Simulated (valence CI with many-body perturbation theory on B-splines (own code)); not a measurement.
## Te XL: calculated level list

Level of theory: valence CI with perturbative core correlation (CI+MBPT): three valence electrons over a frozen Dirac-Fock core [Ne], a basis of 11 s, 11 p, 9 d, 7 f, 5 g, 2 h, 1 i functions for each j, with the one-electron correlation potential Σ1, the two-electron term Σ2, the three-electron term Σ3, Breit, model QED; selected CI, second order for the rest (own B-spline code, finite nucleus).

The last digits are not significant, and no measured levels were compared; by estimate large intervals hold to a few tenths of a per cent, small ones and those within an open d or f shell to about a per cent.

Levels 46 to 70 of 70, with energies above the lowest level, (3s^2 3p1/2) J=1/2. "Leading %" is the weight of the configuration and term that name the level; weights of strongly mixed levels are sums over their largest components and can fall short. In the jj column 3d3/2^4 stands for four electrons in 3d with j = 3/2. Lifetimes count E1, E2, E3, M1 and M2 decay at the calculated energies, and are blank where another channel may lead or the interval is too uncertain; long ones can be off by a factor of two.

```tsv
No.	Configuration	Term	J	E (eV)	Leading %	Lifetime	Leading jj
46	3p2 3d	2F	7/2	466.98	35	8.55 ps	3p1/2 3p3/2 3d3/2 (84 %)
47	3p2 3d	4D	7/2	478.79	42	6.76 ps	3p1/2 3p3/2 3d5/2 (97 %)
48	3p2 3d	2D	3/2	482.50	40	3.01 ps	3p1/2 3p3/2 3d3/2 (66 %)
49	3p2 3d	4P	5/2	482.67	39	3.08 ps	3p1/2 3p3/2 3d3/2 (51 %)
50	3p2 3d	2G	9/2	484.56	54	10.4 ps	3p1/2 3p3/2 3d5/2 (94 %)
51	3p2 3d	4P	1/2	486.85	39	2.85 ps	3p1/2 3p3/2 3d3/2 (87 %)
52	3p2 3d	2P	3/2	487.36	42	4.05 ps	3p1/2 3p3/2 3d5/2 (67 %)
53	3p2 3d	2D	5/2	489.42	45	5.01 ps	3p1/2 3p3/2 3d5/2 (77 %)
54	3p2 3d	2F	7/2	496.49	37	6.56 ps	3p1/2 3p3/2 3d5/2 (71 %)
55	3p2 3d	2F	5/2	503.43	43	3.33 ps	3p1/2 3p3/2 3d5/2 (66 %)
56	3s 3d2	4F	3/2	505.98	42	3.63 ps	3s 3d3/2^2 (45 %)
57	3p2 3d	2P	1/2	506.60	54	4.87 ps	3p1/2 3p3/2 3d5/2 (86 %)
58	3s 3d2	4F	3/2	509.49	47	2.77 ps	3p1/2 3p3/2 3d5/2 (41 %)
59	3s 3d2	4F	5/2	512.40	80	2.44 ps	3s 3d3/2^2 (62 %)
60	3s 3d2	4F	7/2	521.63	94	3.35 ps	3s 3d3/2 3d5/2 (88 %)
61	3s 3d2	4P	1/2	524.34	82	2.14 ps	3s 3d3/2^2 (70 %)
62	3s 3d2	2D	5/2	527.02	26	2.87 ps	3s 3d3/2 3d5/2 (67 %)
63	3s 3d2	4F	9/2	528.30	74	4.33 ps	3s 3d3/2 3d5/2 (62 %)
64	3s 3d2	4P	3/2	530.00	66	3.07 ps	3s 3d3/2 3d5/2 (86 %)
65	3s 3d2	2F	7/2	532.73	32	4.40 ps	3s 3d3/2 3d5/2 (48 %)
66	3s 3d2	4P	3/2	533.46	31	2.75 ps	3s 3d3/2 3d5/2 (56 %)
67	3s 3d2	2P	1/2	533.52	28	2.73 ps	3p3/2^2 3d3/2 (44 %)
68	3s 3d2	4P	5/2	535.84	54	2.79 ps	3s 3d3/2 3d5/2 (62 %)
69	3s 3d2	2G	9/2	539.73	43	5.44 ps	3s 3d5/2^2 (55 %)
70	3s 3d2	2G	7/2	543.30	49	5.37 ps	3p3/2^2 3d5/2 (38 %)
```
